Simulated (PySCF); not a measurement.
Species: C₆H₁₀O₂ (charge +1 and doublet state).
Cartesian coordinates in Å at the GFN2-xTB level; atoms count from 1:
```xyz
18
C6H10O2 angstrom
C      2.6604   -0.2454    1.0096
C      2.0160    0.8000    0.4527
C      0.6971    0.7706   -0.1643
C      0.1409   -0.5209   -0.7262
C     -1.3749   -0.4519   -0.8906
C     -2.0577   -0.0605    0.4040
O     -1.5218    0.6522    1.2383
O     -3.2575   -0.5349    0.5224
H      3.6701   -0.1438    1.3713
H      2.2118   -1.2190    1.1260
H      2.4924    1.7729    0.4787
H     -0.0402    0.9864    0.6990
H      0.5321    1.6214   -0.8310
H      0.4052   -1.3712   -0.0950
H      0.5858   -0.7052   -1.7102
H     -1.7913   -1.3990   -1.2339
H     -1.6550    0.3132   -1.6221
H     -3.7220   -0.2586    1.3349
```

The hyperfine couplings belong to this conformer and change with its torsions.

Identity: `[CH2+][CH]CCCC(=O)O` [radical] (charge +1).

Computed with UKS B3LYP, pcH-1 on C H O, non-relativistic, mean-field spin-orbit, GIAO in PySCF 2.14.0. The structure is a single GFN2-xTB conformer in the gas phase; no vibrational or solvent corrections. The geometry wasn't refined by DFT: couplings that depend on bond lengths, twists or pyramidal angles can differ widely from those at the functional's own minimum, by a factor of two or more for some ions and for spin on atoms past the first row. Stability of the SCF solution: not tested.

Principal values of hyperfine tensors in MHz (contact and dipolar terms together), for some of the nuclei:

```csv
atom,isotope,A1,A2,A3
H15,1H,60.52,62.24,66.30
O7,17O,-117.10,-10.16,-5.08
C1,13C,-6.18,-5.54,108.96
H13,1H,18.81,25.58,41.17
H10,1H,-43.35,-30.00,-6.46
H9,1H,-44.41,-29.09,-4.65
C2,13C,-23.71,-17.17,4.53
H14,1H,3.56,6.16,9.83
```

Give the isotropic coupling of each nucleus in MHz and in mT (g = 2.0032), and the anisotropic part.

a_iso is a third of the trace, T = A − a_iso, and a(mT) = a(MHz)/(g × 13.996).

| atom | a_iso (MHz) | a_iso (mT) | T1 | T2 | T3 |
| --- | --- | --- | --- | --- | --- |
| H15 | 63.02 | 2.248 | -2.50 | -0.78 | 3.28 |
| O7 | -44.11 | -1.573 | -72.99 | 33.96 | 39.03 |
| C1 | 32.41 | 1.156 | -38.59 | -37.95 | 76.54 |
| H13 | 28.52 | 1.017 | -9.71 | -2.94 | 12.66 |
| H10 | -26.60 | -0.949 | -16.74 | -3.40 | 20.14 |
| H9 | -26.05 | -0.929 | -18.36 | -3.04 | 21.40 |
| C2 | -12.12 | -0.432 | -11.59 | -5.06 | 16.65 |
| H14 | 6.51 | 0.232 | -2.96 | -0.36 | 3.32 |

What spin density at the nucleus of H15 lies behind its contact coupling (g_N = 5.58569)?

a_FC = (2μ0/3) gₑ μB g_N μN ρ(0)/(2S·h) = 800.24 MHz × g_N × ρ(0)/(2S), with ρ in bohr⁻³. With a_FC = 63.02 MHz and 2S = 1, ρ(0) = 0.0141 bohr⁻³. In magnitude that is 4.4 % of the 1/π = 0.318 of a free hydrogen atom.

H12 (1H, g_N = 5.58569) isn't in the table. Its spin density at the nucleus is 0.0607 bohr⁻³. What is its contact coupling?

By the same relation, a_FC = 271.3 MHz. Its full tensor has the principal values 251.99, 253.50, 308.46 MHz.

In a single crystal, with the field along each principal axis of the tensor of O7 in turn, what first-order splitting does this nucleus give (isotropic g, quadrupole terms neglected)?

6 lines (I = 5/2), spaced by |A_i|/(g × 13.996): 4.18, 0.36, 0.18 mT along the axes of A1, A2 and A3.

The SMILES draws the unpaired electron on C2; the largest computed Mulliken spin population is on C1 (0.49 against 0.05).
